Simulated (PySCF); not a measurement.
The multiplicity is imposed and other spin states were not computed.

```xyz
6

Cu    -0.0522    -0.0099     0.0543
N     -1.3963    -0.2247     1.4796
H     -1.2105    -1.0466     2.0708
H     -2.3475    -0.3431     1.1044
H     -1.4295     0.5881     2.1104
H      0.9682     0.1535    -1.0274
```

Charge 0, multiplicity 1.

Give the Mulliken and meta-Löwdin atomic charges from TPSSh-D3(BJ)/def2-TZVP // TPSS-D3(BJ)/def2-SVP run with PySCF.


```json
[
 {"atom": "Cu1", "Mulliken (e)": "-0.39", "meta-Löwdin (e)": "0.18"},
 {"atom": "N2", "Mulliken (e)": "-0.55", "meta-Löwdin (e)": "-0.60"},
 {"atom": "H3", "Mulliken (e)": "0.28", "meta-Löwdin (e)": "0.25"},
 {"atom": "H4", "Mulliken (e)": "0.28", "meta-Löwdin (e)": "0.25"},
 {"atom": "H5", "Mulliken (e)": "0.28", "meta-Löwdin (e)": "0.25"},
 {"atom": "H6", "Mulliken (e)": "0.09", "meta-Löwdin (e)": "-0.32"}
]
```
